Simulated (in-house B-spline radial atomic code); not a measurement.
## Ga II (Ga+): [Ar] 3d10 4s2

Computed with a radial B-spline atomic code at the basis-set limit: non-relativistic LDA PW92, spin-polarised, spherical fractional occupations, point nucleus.

Z_r = [3n² - l(l+1)]/(2<r>); Z_e = n√(-2ε); the last column is Slater's effective charge. Values are occupation-weighted means over spin.

```json
{"shell": "1s", "electrons": "2", "ε (eV)": "-10081", "<r> (bohr)": "0.0495", "Z_r": "30.31", "Z_e": "27.22", "Slater": "30.70"}
{"shell": "2s", "electrons": "2", "ε (eV)": "-1238.3", "<r> (bohr)": "0.2219", "Z_r": "27.04", "Z_e": "19.08", "Slater": "26.85"}
{"shell": "2p", "electrons": "6", "ε (eV)": "-1099.3", "<r> (bohr)": "0.1924", "Z_r": "25.99", "Z_e": "17.98", "Slater": "26.85"}
{"shell": "3s", "electrons": "2", "ε (eV)": "-150.98", "<r> (bohr)": "0.664", "Z_r": "20.33", "Z_e": "9.99", "Slater": "19.75"}
{"shell": "3p", "electrons": "6", "ε (eV)": "-105.89", "<r> (bohr)": "0.6847", "Z_r": "18.26", "Z_e": "8.37", "Slater": "19.75"}
{"shell": "3d", "electrons": "10", "ε (eV)": "-28.359", "<r> (bohr)": "0.8034", "Z_r": "13.07", "Z_e": "4.33", "Slater": "9.85"}
{"shell": "4s", "electrons": "2", "ε (eV)": "-16.355", "<r> (bohr)": "2.237", "Z_r": "10.73", "Z_e": "4.39", "Slater": "5.35"}
```

The least bound orbital is 4s at -16.35 eV, and it is also the most diffuse (<r> = 2.237 bohr).
